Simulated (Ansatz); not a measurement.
The same path of BF$_{2}$H$_{3}$Si (7 atoms, charge 0, multiplicity 1) was run twice with different band settings.

These are results of RKS PBE/def2-SVP (Ansatz), not measurements.

Relaxed end points:

```xyz
7
Properties=species:S:1:pos:R:3
F -1.443 0.807 -1.463
B -0.425 0.946 -0.619
Si 0.318 -0.625 0.441
F -0.478 -2.027 0.105
H 0.049 2.070 -0.505
H 1.779 -0.819 0.122
H 0.200 -0.352 1.919
```

```xyz
7
Properties=species:S:1:pos:R:3
F -1.152 0.600 -1.160
B -0.124 0.715 -0.293
Si 0.715 -1.038 0.894
F -0.314 -2.179 0.291
H 0.415 1.797 -0.108
H 0.884 -0.142 -0.561
H -0.424 0.248 0.937
```

Common settings: spring 5.0 eV/Å²; optimiser quadratic models (default); start path through a guess of the saddle point; force threshold 0.05 eV/Å; iteration limit 60; end points relaxed.

| run | movable images | climbing image |
| --- | --- | --- |
| 1 | 7 | yes |
| 2 | 1 | no |

What does each run give, and how far can it be trusted?

Run 1: converged after 11 iterations, highest image 1.987 eV above the first end. A vibrational analysis at the climbing image gives one clearly imaginary mode, 1028i cm⁻¹: a first-order saddle point.
Run 2: converged after 18 iterations, highest image 0.934 eV above the first end. No image climbed, so the highest image needn't sit at the top of the path. A band with more images between the same ends climbed to 1.99 eV, so this one has probably stepped over the top. So few images can step over the top or miss a turn of the path.
